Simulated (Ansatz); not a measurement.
Mo₃P₃. Total charge 0; doublet. Geometry PBE0-D4/def2-SVP; atoms count from 1.

| atom | x (Å) | y (Å) | z (Å) |
| --- | --- | --- | --- |
| Mo1 | 0.039 | -0.553 | -1.426 |
| Mo2 | -0.434 | 1.351 | -0.575 |
| Mo3 | 0.850 | -0.212 | 0.941 |
| P4 | 1.901 | 0.912 | -0.978 |
| P5 | -0.935 | -1.733 | 0.579 |
| P6 | -1.421 | 0.235 | 1.460 |

In the def2 sets Mo takes a core potential; there is no spin–orbit coupling. The structure comes from a short search, and lower isomers may exist.

(1) Estimate the Mulliken populations from the PBE0/def2-TZVP orbitals of Ansatz.

(2) Where does the spin sit?

(3) And the Mayer bond orders between heavy atoms (over 0.3)?

## Answers

(1) 
```
atom  charge (e)  spin (α − β)  d electrons
 Mo1        0.40         -0.10         4.72
 Mo2        0.40         -0.09         4.72
 Mo3        0.33          1.27         4.71
  P4       -0.51         -0.04            –
  P5       -0.31         -0.02            –
  P6       -0.31         -0.02            –
```
Mulliken values depend strongly on the basis.

(2) Summed by element: Mo 1.08, P -0.08, of 1 unpaired in all. Largest on single atoms: Mo3 1.27, Mo1 -0.10, Mo2 -0.09.

(3) Mo1–Mo2 2.67 (2.14 Å); Mo1–Mo3 1.12 (2.53 Å); Mo1–P4 1.07 (2.41 Å); Mo1–P5 0.86 (2.52 Å); Mo2–Mo3 1.11 (2.53 Å); Mo2–P4 1.07 (2.41 Å); Mo2–P6 0.86 (2.52 Å); Mo3–P4 0.84 (2.46 Å); Mo3–P5 1.13 (2.37 Å); Mo3–P6 1.13 (2.37 Å); P5–P6 1.02 (2.21 Å).
